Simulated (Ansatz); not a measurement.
A nudged elastic band was laid between two geometries of C₂H₁₁NSi₃ (17 atoms, charge 0, multiplicity 1).

The calculation used RKS PBE-D4/6-31G (Ansatz 0.2.0).

```
movable images  : 9
climbing image  : yes
spring          : 5.0 eV/Å²
optimiser       : quadratic models (default)
start path      : through a guess of the saddle point
force threshold : 0.05 eV/Å
iteration limit : 30
end points      : relaxed
```

First end point:

```xyz
17
Properties=species:S:1:pos:R:3
Si -1.649 -2.010 -0.396
C -0.228 -1.432 0.802
C 0.258 -0.055 0.414
Si 1.566 -0.004 -1.064
N -0.213 0.975 1.040
Si 0.110 2.750 0.812
H -2.026 -3.445 -0.094
H -2.857 -1.118 -0.220
H -1.181 -1.923 -1.835
H 0.581 -2.182 0.752
H -0.644 -1.399 1.824
H 1.018 0.788 -2.232
H 1.906 -1.403 -1.534
H 2.834 0.673 -0.587
H 1.103 3.125 -0.283
H -1.222 3.394 0.504
H 0.623 3.267 2.136
```

Last end point:

```xyz
17
Properties=species:S:1:pos:R:3
Si -1.672 -2.011 -0.258
C -0.123 -1.456 0.782
C 0.306 -0.064 0.381
Si 1.435 0.040 -1.235
N -0.099 0.943 1.086
Si 0.183 2.726 0.868
H -2.002 -3.459 0.041
H -2.856 -1.137 0.085
H -1.377 -1.877 -1.738
H 0.678 -2.198 0.616
H -0.418 -1.457 1.846
H 0.751 0.856 -2.312
H 1.730 -1.342 -1.777
H 2.743 0.719 -0.888
H 0.844 3.216 2.135
H 1.039 3.136 -0.326
H -1.179 3.365 0.735
```

What changes between the two ends?

No bond is made or broken. The dihedral C3–N5–Si6–H15 goes from 0 to -122°. The two ends are copies of one structure, up to a mirror image or an exchange of like atoms.

What energy profile does the band end with?

The forces met the threshold. The highest image is number 5 of 0 to 10, 4.3 kJ/mol above the ends, which have the same energy within 2 meV. A vibrational analysis at the climbing image gives one clearly imaginary mode, 100i cm⁻¹: a first-order saddle point. Limits of this set-up: no polarisation functions.

```
image  path coordinate (Å)  energy (kJ/mol)  dihedral C3–N5–Si6–H15 (°)
    0                 0.00              0.0                           0
    1                 0.54              0.3                         -10
    2                 1.08              1.2                         -22
    3                 1.62              2.5                         -35
    4                 2.16              3.8                         -49
    5                 2.70              4.3                         -62
    6                 3.19              3.8                         -75
    7                 3.69              2.6                         -87
    8                 4.18              1.2                         -99
    9                 4.67              0.3                        -111
   10                 5.17              0.0                        -122
```

What is the geometry of the highest image?


```xyz
17
Properties=species:S:1:pos:R:3:forces:R:3
Si -1.688 -2.014 -0.266 0.01 0.00 0.00
C -0.131 -1.479 0.775 -0.01 0.01 -0.01
C 0.292 -0.081 0.392 0.00 -0.01 0.01
Si 1.434 0.069 -1.205 0.00 0.00 0.00
N -0.123 0.918 1.105 0.00 0.00 0.00
Si 0.189 2.702 0.862 0.00 0.00 0.00
H -2.002 -3.474 -0.012 0.00 0.00 0.00
H -2.875 -1.163 0.120 0.00 0.00 0.00
H -1.408 -1.828 -1.743 0.00 0.00 0.00
H 0.669 -2.217 0.591 0.00 0.00 0.00
H -0.419 -1.496 1.841 0.00 0.00 0.00
H 0.786 1.005 -2.203 0.00 0.00 0.00
H 1.698 -1.267 -1.867 0.00 0.00 0.00
H 2.755 0.682 -0.785 0.00 0.00 0.00
H 1.671 3.023 0.968 0.00 0.00 0.00
H -0.320 3.189 -0.486 0.00 0.00 0.00
H -0.548 3.429 1.956 0.00 0.00 0.00
```

What are the harmonic wavenumbers there?

100i, 42, 69, 101, 109, 131, 201, 264, 349, 388, 462, 505, 536, 576, 605, 619, 652, 678, 719, 816, 838, 863, 880, 886, 888, 890, 894, 896, 900, 1060, 1160, 1179, 1435, 1611, 2075, 2098, 2101, 2109, 2127, 2132, 2135, 2150, 2162, 3003, 3079 cm⁻¹.

Run time: 15 min on 1 thread of Arm Neoverse V1 (shared host), peak memory 0.17 GiB.
